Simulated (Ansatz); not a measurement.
Diatomic HfI, multiplicity 4 (an upper state: multiplicity 2 came lower at PBE0/def2-TZVPP). No spin–orbit coupling.

The constants come from a fifth-degree fit in 1/R (seven points, main isotopes). Runs in def2 and cc sets follow the lowest solution found near the PBE0 minimum.

Programs: Ansatz (Gaussian basis) for Hartree–Fock, density functionals and correlated methods. Each number belongs to the level named beside it. In def2 rows elements past Kr take small-core potentials, without spin–orbit coupling.

What bond length and harmonic frequency does PBE/def2-TZVPP give?

r_e = 2.726 Å, ω_e = 176 cm⁻¹.

What bond length and harmonic frequency does PBE0/def2-TZVPP give?

r_e = 2.729 Å, ω_e = 178 cm⁻¹.

What bond length and harmonic frequency does wB97X-V/def2-TZVPP give?

r_e = 2.746 Å, ω_e = 177 cm⁻¹.

Ansatz is a quantum-chemistry and plane-wave program.
